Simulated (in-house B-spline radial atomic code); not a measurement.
Inner levels of tin as electrons are removed. A shift is the extra binding of the orbital against the neutral atom ([Kr] 4d10 5s2 5p2). The density at the nucleus is averaged over the nuclear charge. Computed with a B-spline radial code for spherical atoms: Dirac-Hartree-Fock, average of the configuration, finite nuclei.

```
  ion      configuration  shift of 3p3/2 (eV)  shift of 4p1/2 (eV)  shift of 3d5/2 (eV)  radius of 3p3/2 (bohr)  radius of 4p1/2 (bohr)  radius of 3d5/2 (bohr)  Σ<r²> (bohr²)  change of density at nucleus (bohr⁻³)
   Sn  [Kr] 4d10 5s2 5p2                    0                    0                    0                 0.33955                 0.87112                 0.31498         62.182                                      -
  Sn+  [Kr] 4d10 5s2 5p1                7.955               7.9324               7.9637                 0.33955                 0.87125                 0.31498         45.928                                  6.774
 Sn2+      [Kr] 4d10 5s2                    ?                    ?                    ?                       ?                       ?                       ?              ?                                      ?
 Sn3+      [Kr] 4d10 5s1               29.303               29.153               29.354                 0.33955                 0.87023                 0.31495         28.125                                 -20.57
 Sn4+          [Kr] 4d10               42.192               41.908               42.276                 0.33954                 0.86887                 0.31492         22.514                                -66.402
 Sn5+           [Kr] 4d9               64.058               61.507               64.114                 0.33943                 0.86064                 0.31515         20.295                                -54.217
 Sn6+           [Kr] 4d8               87.325               82.058               87.359                  0.3393                  0.8521                 0.31502         18.339                                -39.945
 Sn7+           [Kr] 4d7               111.91               103.48               111.93                 0.33913                 0.84336                 0.31485          16.59                                -23.652
 Sn8+           [Kr] 4d6                    ?                    ?                    ?                       ?                       ?                       ?              ?                                      ?
 Sn9+           [Kr] 4d5               164.78               148.74               164.81                 0.33869                 0.82564                 0.31436         13.567                                 14.805
Sn10+           [Kr] 4d4               192.98                172.5               193.03                 0.33841                 0.81677                 0.31404         12.244                                 36.891
Sn11+           [Kr] 4d3               222.31               196.96               222.38                 0.33809                 0.80795                 0.31367         11.023                                 60.841
Sn12+           [Kr] 4d2                    ?                    ?                    ?                       ?                       ?                       ?              ?                                      ?
Sn13+           [Kr] 4d1               284.22               247.93               284.41                 0.33734                 0.79054                 0.31278         8.8386                                 114.25
Sn14+  [Ar] 3d10 4s2 4p6               316.76                274.4               317.04                 0.33691                 0.78199                 0.31225         7.8564                                 143.68
```

**Question.** Fill in the row of Sn2+.

**Answer.** shift of 3p3/2 (eV): 17.373; shift of 4p1/2 (eV): 17.291; shift of 3d5/2 (eV): 17.4; radius of 3p3/2 (bohr): 0.33956; radius of 4p1/2 (bohr): 0.87128; radius of 3d5/2 (bohr): 0.31497; Σ<r²> (bohr²): 34.836; change of density at nucleus (bohr⁻³): 14.94.

**Question.** Fill in the row of Sn8+.

**Answer.** shift of 3p3/2 (eV): 137.75; shift of 4p1/2 (eV): 125.73; shift of 3d5/2 (eV): 137.76; radius of 3p3/2 (bohr): 0.33893; radius of 4p1/2 (bohr): 0.83452; radius of 3d5/2 (bohr): 0.31463; Σ<r²> (bohr²): 15.009; change of density at nucleus (bohr⁻³): -5.386.

**Question.** Fill in the row of Sn12+.

**Answer.** shift of 3p3/2 (eV): 252.73; shift of 4p1/2 (eV): 222.11; shift of 3d5/2 (eV): 252.85; radius of 3p3/2 (bohr): 0.33774; radius of 4p1/2 (bohr): 0.7992; radius of 3d5/2 (bohr): 0.31325; Σ<r²> (bohr²): 9.8913; change of density at nucleus (bohr⁻³): 86.635.
